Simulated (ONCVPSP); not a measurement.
# Potentials for lithium (Li) compared

Generated with ld1.x 7.5 (TM, RRKJ, ultrasoft, PAW), atompaw 4.2 or ONCVPSP 4.0.1. The cutoff is in Ry: for ld1.x and atompaw files where the sum of valence levels is converged to 10 mRy in a Bessel basis, for ONCV files where the hardest occupied wave has 1 mHa per electron of residual kinetic energy. The error is the largest all-electron minus pseudo excitation energy over each file’s own four to seven test configurations (ionisations up to +4, promotions, holes and added fractions of an electron), all of which were solved. The labels leave out finer settings (local radius, basis sizes, second energies), which also bear on the numbers. Spin-polarised tests are not counted. The rows are a selection from randomly drawn settings: files with unsolved tests, undetermined cutoffs or missed reference levels are left out.

A true bound ghost makes a file unfit for plane-wave use even where its test errors are small: the radial tests pick states by their node count and pass the ghost by.

```csv
potential,cutoff (Ry),largest error (meV),bound ghosts
"ONCV, PBEsol, scalar-relativistic, rc 0.95/1.00/0.95 (spd), local smoothed, core correction no, reference 1s2 2s1, qcut 10.7/7/9.8, projectors 2/3/1",89,+631,p
"ONCV, PBE, scalar-relativistic, rc 1.15/1.10 (sp), local smoothed, core correction no, reference 1s2 2s1, qcut 10.8/7.2, projectors 2/2",82,+841,none
```

(1) Fill in the row for Li: ONCV, PBE, scalar-relativistic, rc 1.05/1.05/1.00 (spd), local d, core correction no, reference 1s2 2s1, qcut 13.5/8.8/9.8, projectors 2/3/0.

(2) Fill in the row for Li: ONCV, PW91, scalar-relativistic, rc 1.05/0.90 (sp), local smoothed, core correction no, reference 1s2 2s1, qcut 14.7/7.5, projectors 2/3.

(3) Fill in the row for Li: ONCV, PBEsol, scalar-relativistic, rc 0.65/0.60 (sp), local p, core correction no, reference 1s2, qcut 21.6/12.6, projectors 2/0.

Results:

(1) cutoff 116 Ry, largest error +430 meV, bound ghosts: none.

(2) cutoff 117 Ry, largest error +454 meV, bound ghosts: none.

(3) cutoff 247 Ry, largest error +66 meV, bound ghosts: none.
